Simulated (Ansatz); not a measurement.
Ansatz results at the PBE0-D4/def2-TZVP geometry: LUMO energy (ωB97M-V/def2-TZVPP) -0.28 eV; LUMO energy (B3LYP/def2-TZVPP) -1.97 eV; LUMO energy (PBE/def2-TZVPP) -2.46 eV.

Each molecule was computed in one conformer, which needn't be the lowest.

Task: Which molecule gave them?
A. `[SiH3][N]([SiH3])[Mg][Cl]`
B. `[NH2][Mg][N]([SiH3])[SiH3]`
C. `[MgH][O][SiH3]`
D. `[CH3][Mg][Cl]`

Result: A. The others give `[NH2][Mg][N]([SiH3])[SiH3]`: 0.10, -1.51, -2.01; `[MgH][O][SiH3]`: 0.37, -1.22, -1.68; `[CH3][Mg][Cl]`: 0.18, -1.34, -1.74.

B3LYP here is the variant with VWN-RPA as its local correlation; programs differ in this.
